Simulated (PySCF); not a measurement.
$^{31}$P chemical shifts

Method: σ from GIAO-PBE0/pcSseg-1, GFN2-xTB structure, in PySCF 2.14.0 with density-fitted response routines (one averaged value for each set of equivalent atoms, no solvent, no relativistic terms, a single conformation).

Shieldings were converted by a linear fit to measured shifts: $^{31}$P: δ = 270.09 − 0.828σ (rms 18.1 ppm, 64 shifts vs H3PO4, solution or neat liquid). A few per cent of atoms miss by over 2 rms, more outside the fitted compound classes.

(1) Give the $^{31}$P shifts of `Clc1ccccp1`.

(2) Order these by $^{31}$P shift, lowest first.
A. Clc1ccccp1
B. C/C(F)=P/CCC(F)(F)F
C. P[Si](P)(P)P
D. C[P@@](=O)(c1ccsc1)C(F)(F)F

Results:

(1) 
```csv
compound,environment,δ (ppm)
Clc1ccccp1,"phosphorus bonded to 2 C, in a 6-membered ring",196.2
```

(2) C (-194.2 ppm, phosphorus bonded to Si, 2 H), D (4.6 ppm, phosphorus bonded to 3 C, O), B (133.7 ppm, phosphorus bonded to 2 C), A (196.2 ppm, phosphorus bonded to 2 C, in a 6-membered ring).
